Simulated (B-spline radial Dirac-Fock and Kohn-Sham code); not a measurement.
Binding energies of F⁵⁺

System: fluorine as F⁵⁺, configuration [He] 2s2; nuclear rms radius 2.8976 fm (A = 19).

The run's input, task.json:

```json
{"items": [{
  "Z": 9,
  "q": 5,
  "cfg": [[1, 0, 2], [2, 0, 2]],
  "A": 19,
  "rrms": 2.8976,
  "do": ["binding"]
}]}
```

Run with: `python xray_run.py task.json out`

Level of theory: Dirac-Fock ΔSCF + Breit + QED; a radial atomic solver. No correlation. Energies are counted from the vacuum level.

All terms are in eV, carry their sign (relaxation lowers the binding energy) and add up to the binding energy; ⟨r⟩ is the mean radius of the orbital in the initial state.

| subshell | −ε (Koopmans) | relaxation | Gaunt | retardation | QED | binding energy | ⟨r⟩ (bohr) |
| --- | --- | --- | --- | --- | --- | --- | --- |
| 1s | 873.4 | -4.74 | -0.25 | 0.00 | -0.08 | 868.3 | 0.174 |
| 2s | 154.3 | -0.30 | -0.02 | 0.00 | -0.01 | 154.0 | 0.807 |

For the deepest level, K (1s), the Breit terms make up -0.028 % of the binding energy, QED -0.010 % and orbital relaxation -0.546 %.

Going to the tabulated ground configuration of the next ion removes an electron from L1 (2s), computed at 154.0 eV. NIST lists 157.1631 eV as the ionisation energy of this species (measured), +3.15 eV from the computed value. The gap is mostly the missing electron correlation.
